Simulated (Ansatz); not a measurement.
Isomers of C2H4InN, relaxed with PBE0-D4/def2-TZVP in Ansatz; electronic energies, one conformer each and not always the lowest. Functionals use def2-TZVPP; CBS adds triple-zeta CCSD(T) − MP2 to the MP2 limit of def2-TZVPP and def2-QZVPP.

Elements past krypton have def2 core potentials. Outer-core shells of In are correlated without core-valence functions. Spin–orbit coupling is left out.

Task: Order them by energy at frozen-core CCSD(T)/CBS, lowest first. (An estimate is asked.)
A. `C#[C][InH][NH2]`
B. `[InH2][C]1=NC1`
C. `[CH3][InH][C]#N`

Result: C (0.0 kJ/mol), A (102.1 kJ/mol), B (234.9 kJ/mol).

Task: How do B2PLYP, ωB97M-V, B3LYP-D4, B3LYP place them (kJ/mol, against `[CH3][InH][C]#N`)? (Best estimate.)

Result: Ansatz gave: 
```
           isomer  B2PLYP  ωB97M-V  B3LYP-D4  B3LYP
 `[InH2][C]1=NC1`   236.6    224.5     224.4  226.5
`C#[C][InH][NH2]`   111.4    111.9     110.4  111.3
```

B3LYP here is the variant with VWN-RPA as its local correlation; programs differ in this.
